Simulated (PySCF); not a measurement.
Bond length, frequency and bond energy of TeCl by level of theory

State: ²Π (doublet), unpaired electrons π ↑. Set-up: Te def2-SVP with ECP28, Cl def2-SVP; scalar-relativistic core potentials (PySCF 2.14). De refers to Te + Cl in their high-spin ground configurations, without counterpoise correction. The functionals are run spin-unrestricted. A positive dipole means Te(−)Cl(+). Levels whose curve was spin-contaminated or gave no clean fit are not listed.

```json
{"Level": "UHF", "Re (Å)": "2.364", "ωe (cm⁻¹)": "392", "De (eV)": "1.04", "μ (D)": "-2.32"}
{"Level": "UHF-CCSD", "Re (Å)": "2.376", "ωe (cm⁻¹)": "375", "De (eV)": "1.94", "μ (D)": "n/a"}
{"Level": "UHF-CCSD(T)", "Re (Å)": "2.382", "ωe (cm⁻¹)": "369", "De (eV)": "2.04", "μ (D)": "n/a"}
{"Level": "PBE", "Re (Å)": "2.376", "ωe (cm⁻¹)": "370", "De (eV)": "2.92", "μ (D)": "-1.45"}
{"Level": "revPBE", "Re (Å)": "2.386", "ωe (cm⁻¹)": "364", "De (eV)": "2.70", "μ (D)": "-1.54"}
{"Level": "BLYP", "Re (Å)": "2.404", "ωe (cm⁻¹)": "353", "De (eV)": "2.74", "μ (D)": "-1.44"}
{"Level": "r²SCAN", "Re (Å)": "2.364", "ωe (cm⁻¹)": "379", "De (eV)": "2.67", "μ (D)": "-1.64"}
{"Level": "PBE0", "Re (Å)": "2.353", "ωe (cm⁻¹)": "388", "De (eV)": "2.63", "μ (D)": "-1.70"}
{"Level": "MN15", "Re (Å)": "2.350", "ωe (cm⁻¹)": "387", "De (eV)": "2.58", "μ (D)": "-1.89"}
{"Level": "CAM-B3LYP", "Re (Å)": "2.355", "ωe (cm⁻¹)": "390", "De (eV)": "2.48", "μ (D)": "-1.76"}
```

The bond length runs from 2.350 Å (MN15) to 2.404 Å (BLYP). De spans 1.04 eV (UHF, mean field) to 2.92 eV (PBE, GGA). Correlation at CCSD(T) changes the Hartree–Fock bond energy by +1.00 eV; the triples alone change it by +0.10 eV.

Correlated steps freeze 9 core orbitals. Correlated levels converge slowly with the basis: in double zeta they bind strong bonds too weakly, by up to about 1 eV, and carry superposition errors of some tenths. Spin–orbit coupling is left out, which matters for elements this heavy, above all for dissociation energies. Counting both spins, an empty level lies below a filled one in some of these solutions, because spin and occupation are held. The state was picked by a PBE0 search and need not be the measured ground state.
